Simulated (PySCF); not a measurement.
**[Ti(Cl)2(CH3)2] (charge 0, multiplicity 1)**

Method: TPSSh-D3(BJ)/def2-TZVP // PBE-D3(BJ)/def2-SVP (PySCF).

The HOMO comes out as -7.68 eV and the dipole moment is 1.91 D. The HOMO–LUMO gap is 4.51 eV. The LUMO is -3.17 eV and the charge on the central atom (Mulliken) is 1.04 e. The charge on the central atom (meta-Löwdin) comes out as 1.22 e, the total energy comes out as -1849.9595 Ha and the cost is very roughly 9 core-minutes.

```xyz
11

Ti     0.0014     0.0079    -0.0052
Cl     0.0988     1.9185    -1.0818
Cl    -1.4691    -0.1850     1.6131
C     -0.3393    -1.4794    -1.3659
H      0.4580    -1.4412    -2.1395
H     -1.3319    -1.3327    -1.8426
H     -0.3164    -2.4577    -0.8390
C      1.8541    -0.3962     0.7587
H      1.8351    -1.4086     1.2173
H      2.1161     0.3597     1.5293
H      2.5964    -0.3632    -0.0679
```
Charge 0, spin multiplicity 1.
